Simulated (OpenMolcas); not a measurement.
Ag5+ among 2 point charges of -3 e arranged as a linear pair (D∞h).

| Item | Value |
| --- | --- |
| Program | OpenMolcas |
| Method | CASSCF |
| Basis | ANO-RCC-VTZP [7s6p4d2f1g] |
| Scalar Hamiltonian | DKH2, point nucleus |
| Active space | 6 electrons in 5 orbitals (4d) |
| State averaging | 2S+1 = 5 even, 5 roots; 2S+1 = 3 even, 45 roots; 2S+1 = 1 even, 50 roots |
| Spin-orbit coupling | state interaction with AMFI integrals over the reference wave functions |

All point charges move together. At R = 1.8 Å the first state of the same spin is 17267 cm-1, and at R = 1.9 Å it is 14939 cm-1.

Question: A third run gives 20697 cm-1. What distance was it run at?

Answer: With a power law R^-n the two known points give n = -ln(14939 / 17267) / ln(1.9 / 1.8) = 2.68. Then R = 1.8 × (17267 / 20697)^(1/2.68) = 1.682 Å. The run was at 1.68 Å, so the estimate is off by +0.002 Å.

Without dynamic correlation the repulsion within the d shell is too large (B by tens of per cent), so at a given field states of lower spin stand too high. Point charges give a weaker field than real ligands, and real ions of this kind are as a rule low spin; the high spin found here belongs to the model. This shell can be high or low spin here, a state of another spin lies low, and with metal d orbitals alone active their balance is uncertain, so the ground spin may be wrong (holds for R = 1.68). This is an electrostatic model: the charges have no orbitals. No measured value stands beside these numbers.
